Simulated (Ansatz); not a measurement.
Reaction (isomerisation): `FC1=C[SiH2]BC1` → `C=CC1[SiH2]B1F`

Calculated with Ansatz (gas phase, PBE0-D4/def2-TZVP geometries, no zero-point term in ΔE). CCSD(T)/CBS is the MP2 limit (def2-TZVPP, def2-QZVPP) plus CCSD(T) − MP2 in def2-TZVPP, frozen cores. DFT in def2-TZVPP. B3LYP here is the variant with VWN-RPA as its local correlation; programs differ in this. One conformer a species, not always the lowest.

CCSD(T)/CBS gives -0.28 eV.

(1) Another level gave -0.10 eV. Which?
A. CCSD/def2-TZVPP
B. ωB97X-V/def2-TZVPP
C. CCSD(T)/def2-TZVPP
D. B3LYP/def2-TZVPP

Largest T1 diagnostic among the species: 0.014.

Answers

(1) B. ωB97X-V -0.10, CCSD(T)/def2-TZVPP -0.29, B3LYP -0.38, CCSD/def2-TZVPP -0.23 eV.

The D4 term adds +0.05 eV with B3LYP and +0.02 eV with PBE0; it sums over pairs of atoms, weighted by their polarisabilities, and B3LYP, whose exchange is more repulsive, gets the larger term. In def2-TZVPP, CCSD(T) changes the Hartree–Fock value by −0.27 eV (the triples alone add −0.06 eV) and MP2 by −0.33 eV. From PBE to PBE0 (25 % exact exchange), in def2-TZVPP and without D4, ΔE moves by +0.14 eV.
